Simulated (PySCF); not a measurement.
Bond length, frequency and bond energy of LiGe by level of theory

State: ⁴Σ⁻ (quartet), unpaired electrons σ ↑, π ↑↑. Set-up: PySCF, no relativity, basis sets Li 6-31G(d,p), Ge 6-31G(d,p). De refers to Li + Ge in their high-spin ground configurations, without counterpoise correction. The functionals are run spin-unrestricted. A positive dipole means Li(−)Ge(+).

```csv
Level,Re (Å),ωe (cm⁻¹),De (eV),μ (D),"CPU s a point (SCF and correlation, without the integrals)"
UHF,2.451,399,1.18,-6.69,0.099
UHF-MP2,2.426,417,1.63,n/a,0.16
UHF-SCS-MP2,2.428,415,1.48,n/a,n/a
UHF-CCSD,2.431,413,1.58,n/a,n/a
UHF-CCSD(T),2.432,413,1.60,n/a,2.7
PBE,2.432,388,1.67,-5.42,0.44
PBEsol,2.424,392,1.80,-5.50,0.34
r²SCAN,2.427,398,1.84,-5.99,0.69
PBE0,2.417,402,1.66,-5.88,0.94
HSE06,2.420,399,1.65,-5.82,0.93
MN15,2.423,401,2.01,-6.21,0.72
M06-2X,2.414,416,1.60,-6.08,0.77
```

Which functional lies closest to UHF-CCSD(T) in De, which farthest, and by how much do they differ from it?

Closest is M06-2X (-1.8 pm in Re, +0.7 % in ωe, +0.00 eV in De against UHF-CCSD(T) in the same basis), farthest MN15 (-0.9 pm in Re, -2.9 % in ωe, +0.41 eV in De). CCSD(T) converges more slowly with the basis than the functionals do and binds too weakly in this one, so the order can change at the basis-set limit.

What does a quarter of exact exchange do here, going from PBE to PBE0?

PBE0 less PBE: -1.5 pm in Re, +3.6 % in ωe, -0.01 eV in De. Exact exchange removes part of the self-interaction that spreads semilocal densities, and in most molecules shortens and stiffens the bond and lowers De; so it does here.

What does the step from GGA to meta-GGA do here, going from PBE to r²SCAN?

r²SCAN less PBE: -0.5 pm in Re, +2.6 % in ωe, +0.17 eV in De. 

Correlated steps freeze 9 core orbitals. Correlated levels converge slowly with the basis: in double zeta they bind strong bonds too weakly, by up to about 1 eV, and carry superposition errors of some tenths. Spin–orbit coupling is left out. The state was picked by a PBE0 search and need not be the measured ground state.

The whole job (state search and all levels along the bond) took about 1.9 min on 1 thread of Intel Xeon 6975P-C (shared host), peak memory 0.52 GiB.
